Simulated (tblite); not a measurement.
Compound: C₈H₁₃AlO.
SMILES with atom numbers: `[CH3:1][O+:2]([AlH3-:3])[CH2:4][c:5]1[cH:6][cH:7][cH:8][cH:9][cH:10]1` (hydrogens: H11, H12, H13 on C1; H14, H15, H16 on Al3; H17, H18 on C4; H19 on C6; H20 on C7; H21 on C8; H22 on C9; H23 on C10)
Bond orders are those of one Lewis drawing.

Computed with GFN2-xTB (tblite), gas phase: L-BFGS steps from a force-field or distance-geometry start until the largest atomic force falls under 0.01 eV/Å.

The end geometry, which sets the zero of energy:
```
atom  x, y, z in Å
C1     -1.8841   -1.2188    0.0732
O2     -1.7292    0.1458   -0.2497
Al3    -2.7754    1.6523    0.1468
C4     -0.6130    0.4299   -1.0802
C5      0.6958    0.0831   -0.4243
C6      1.6003   -0.7720   -1.0391
C7      2.7941   -1.0903   -0.4138
C8      3.0847   -0.5665    0.8340
C9      2.1835    0.2844    1.4537
C10     0.9953    0.6105    0.8264
H11    -1.0140   -1.5901    0.6216
H12    -2.0263   -1.8141   -0.8334
H13    -2.7730   -1.2840    0.6985
H14    -3.7824    0.8898    1.0885
H15    -1.7040    2.6168    0.7893
H16    -3.2284    2.0219   -1.3201
H17    -0.6798    1.5103   -1.2613
H18    -0.7237   -0.0984   -2.0352
H19     1.3724   -1.1850   -2.0115
H20     3.4958   -1.7505   -0.9010
H21     4.0132   -0.8197    1.3232
H22     2.4087    0.6958    2.4261
H23     0.2849    1.2757    1.2983
```

Task: These geometries come from the run, each turned onto the end geometry. Order them by energy, lowest first.
A.
```
atom  x, y, z in Å
C1     -1.9080   -1.2596   -0.0320
O2     -1.7327    0.1230   -0.2455
Al3    -2.7894    1.6081    0.2024
C4     -0.6077    0.4623   -1.0445
C5      0.7005    0.0997   -0.3969
C6      1.5428   -0.8491   -0.9602
C7      2.7445   -1.1650   -0.3489
C8      3.1092   -0.5389    0.8305
C9      2.2682    0.4020    1.4015
C10     1.0687    0.7183    0.7918
H11    -1.0575   -1.6828    0.5095
H12    -2.0333   -1.7826   -0.9849
H13    -2.8144   -1.3587    0.5631
H14    -3.8605    0.7950    1.0243
H15    -1.7503    2.5082    0.9762
H16    -3.1497    2.0864   -1.2595
H17    -0.6891    1.5496   -1.1641
H18    -0.7057   -0.0143   -2.0271
H19     1.2616   -1.3362   -1.8831
H20     3.3958   -1.9004   -0.7962
H21     4.0468   -0.7826    1.3066
H22     2.5524    0.8948    2.3192
H23     0.4034    1.4494    1.2278
```
B.
```
atom  x, y, z in Å
C1     -1.8186   -1.2573   -0.0800
O2     -1.7267    0.1345   -0.2918
Al3    -2.8428    1.5216    0.2973
C4     -0.5999    0.5381   -1.0616
C5      0.7033    0.1593   -0.4231
C6      1.4302   -0.9319   -0.8783
C7      2.6137   -1.2936   -0.2574
C8      3.0871   -0.5576    0.8171
C9      2.3583    0.5248    1.2858
C10     1.1672    0.8718    0.6746
H11    -1.0527   -1.5992    0.6233
H12    -1.7078   -1.7991   -1.0251
H13    -2.8106   -1.4374    0.3367
H14    -4.0144    0.5594    0.7352
H15    -2.0220    2.2539    1.4263
H16    -2.9375    2.2725   -1.0949
H17    -0.6991    1.6235   -1.1257
H18    -0.6818    0.1172   -2.0700
H19     1.0734   -1.4969   -1.7267
H20     3.1677   -2.1482   -0.6195
H21     4.0093   -0.8428    1.3019
H22     2.7144    1.1117    2.1205
H23     0.5850    1.7027    1.0453
```
C.
```
atom  x, y, z in Å
C1     -1.8513   -1.2639   -0.1018
O2     -1.7147    0.1275   -0.2878
Al3    -2.8016    1.5341    0.3249
C4     -0.5990    0.5006   -1.0905
C5      0.7099    0.1506   -0.4377
C6      1.4738   -0.9134   -0.9009
C7      2.6506   -1.2564   -0.2571
C8      3.0669   -0.5398    0.8513
C9      2.3088    0.5224    1.3158
C10     1.1345    0.8693    0.6734
H11    -1.0040   -1.6679    0.4581
H12    -1.9237   -1.7698   -1.0696
H13    -2.7710   -1.4093    0.4636
H14    -3.9583    0.6208    0.8823
H15    -1.8469    2.2529    1.3494
H16    -3.0210    2.2637   -1.0595
H17    -0.7038    1.5843   -1.2140
H18    -0.6865    0.0204   -2.0741
H19     1.1497   -1.4676   -1.7719
H20     3.2358   -2.0908   -0.6125
H21     3.9815   -0.8075    1.3582
H22     2.6343    1.0719    2.1854
H23     0.5313    1.6948    1.0251
```
D.
```
atom  x, y, z in Å
C1     -1.7635   -1.2066   -0.0210
O2     -1.7098    0.1904   -0.2288
Al3    -3.1357    1.3905    0.0469
C4     -0.5452    0.6944   -0.8944
C5      0.7559    0.2475   -0.2766
C6      1.3389   -0.9176   -0.7617
C7      2.5306   -1.3840   -0.2406
C8      3.1721   -0.6710    0.7574
C9      2.6031    0.4945    1.2450
C10     1.3969    0.9518    0.7354
H11    -0.9203   -1.5617    0.5772
H12    -1.8014   -1.7538   -0.9676
H13    -2.6893   -1.3540    0.5292
H14    -4.3034    0.3384    0.1266
H15    -2.6595    2.0742    1.3836
H16    -3.0117    2.2208   -1.2852
H17    -0.6478    1.7860   -0.8669
H18    -0.5712    0.3702   -1.9458
H19     0.8466   -1.4523   -1.5619
H20     2.9605   -2.2941   -0.6290
H21     4.0991   -1.0385    1.1717
H22     3.1186    1.0465    2.0160
H23     0.9319    1.8553    1.1007
```
E.
```
atom  x, y, z in Å
C1     -1.9081   -1.2238    0.0170
O2     -1.7249    0.1478   -0.2547
Al3    -2.7866    1.6339    0.1799
C4     -0.6011    0.4391   -1.0732
C5      0.7039    0.0842   -0.4126
C6      1.5867   -0.8087   -1.0051
C7      2.7841   -1.1216   -0.3834
C8      3.1029   -0.5527    0.8378
C9      2.2193    0.3296    1.4392
C10     1.0263    0.6484    0.8163
H11    -1.0500   -1.6321    0.5567
H12    -2.0557   -1.7822   -0.9113
H13    -2.8027   -1.2915    0.6334
H14    -3.7844    0.8386    1.1070
H15    -1.7281    2.5977    0.8436
H16    -3.2558    2.0269   -1.2758
H17    -0.6656    1.5210   -1.2432
H18    -0.7055   -0.0801   -2.0341
H19     1.3388   -1.2553   -1.9578
H20     3.4683   -1.8101   -0.8557
H21     4.0377   -0.7969    1.3208
H22     2.4656    0.7761    2.3914
H23     0.3304    1.3385    1.2738
```

Result: E (0.002 eV), A (0.005 eV), C (0.016 eV), B (0.040 eV), D (0.145 eV).

In the order of the answer:

```json
{"step": "149", "E above end (eV)": "0.002", "largest force (eV/Å)": "0.02", "rms force component (eV/Å)": "0.007", "rms distance from end (Å)": "0.060", "rms bond change (Å)": "0.001", "bond most changed (Å)": "Al3–H14 +0.002"}
{"step": "132", "E above end (eV)": "0.005", "largest force (eV/Å)": "0.03", "rms force component (eV/Å)": "0.009", "rms distance from end (Å)": "0.145", "rms bond change (Å)": "0.001", "bond most changed (Å)": "C10–H23 -0.001"}
{"step": "73", "E above end (eV)": "0.016", "largest force (eV/Å)": "0.06", "rms force component (eV/Å)": "0.017", "rms distance from end (Å)": "0.324", "rms bond change (Å)": "0.002", "bond most changed (Å)": "Al3–H15 -0.004"}
{"step": "60", "E above end (eV)": "0.040", "largest force (eV/Å)": "0.13", "rms force component (eV/Å)": "0.041", "rms distance from end (Å)": "0.380", "rms bond change (Å)": "0.002", "bond most changed (Å)": "C4–H17 -0.006"}
{"step": "28", "E above end (eV)": "0.145", "largest force (eV/Å)": "0.24", "rms force component (eV/Å)": "0.064", "rms distance from end (Å)": "0.588", "rms bond change (Å)": "0.004", "bond most changed (Å)": "O2–C4 +0.013"}
```

The cost below is that of the whole relaxation. Time: 8.6 s wall, 6.4 s CPU. Hardware: one thread of an Intel Xeon at 2.50 GHz, shared host with 64 logical CPUs at a one-minute load of 57.
